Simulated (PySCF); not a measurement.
**Radial density of Cl⁺ (chlorine, charge +1)**

r2SCAN, [Ne] 3s2 3p4, high-spin 3P determinant. Computed with PySCF 2.14 in x2c-TZVPall, with scalar relativity by spin-free X2C-1e.

```csv
r (bohr),4πr²ρ (e/bohr),4πr²(ρα − ρβ)
0.00155,0.1100,0.0000
0.00261,0.2941,0.0000
0.00439,0.7514,0.0001
0.00739,1.864,0.0001
0.0124,4.331,0.0004
0.0209,9.016,0.0014
0.0352,15.51,0.0056
0.0592,19.64,0.0242
0.0995,16.35,0.0938
0.167,13.49,0.2475
0.282,19.04,0.2966
0.474,13.53,0.0114
0.797,3.875,0.4308
1.34,4.338,1.3832
2.25,1.718,0.6183
3.79,0.1034,0.0350
6.38,0.0003452,0.0001
```

Densities and radii are taken from the X2C orbitals without a picture-change correction, which distorts them close to the nucleus.
